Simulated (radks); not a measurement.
Results of a calculation; reference values are marked as such.
Task: Species: Nd18+. Configuration: [Kr] 4d6. Level of theory: Dirac Kohn-Sham, exchange-only PBE, spin-unpolarised, spherical densities, finite nucleus; open shells fill j = l - 1/2 first; Fermi nuclear charge, rms radius 4.9123 fm (a radial shooting solver on a logarithmic mesh with Libxc functionals). Some entries of the table are withheld. Estimate them.

orbital  occ.  eigenvalue (eV)  r(max) (bohr)  <r^2> (bohr^2)
1s1/2       2        -43804.15        0.01510       0.0007600
2s1/2       2        -7454.995        0.08565         0.01197
2p1/2       2        -7077.669        0.06508        0.008746
2p3/2       4        -6557.427        0.07052        0.009996
3s1/2       2        -1956.618         0.2436         0.08043
3p1/2       2        -1795.855         0.2304             (1)
3p3/2       4        -1691.208         0.2420             (2)
3d3/2       4        -1412.076         0.1936         0.06675
3d5/2       6        -1389.384         0.1968         0.06877
4s1/2       2        -704.2931            (3)          0.3790
4p1/2       2        -641.5589         0.5571          0.3926
4p3/2       4        -615.5739         0.5791          0.4222
4d3/2       4        -511.0953         0.5814          0.4499
4d5/2       2        -505.9827         0.5879          0.4592

Result: 
(1) 3p1/2 <r^2> (bohr^2): 0.07539
(2) 3p3/2 <r^2> (bohr^2): 0.08260
(3) 4s1/2 r(max) (bohr): 0.5531
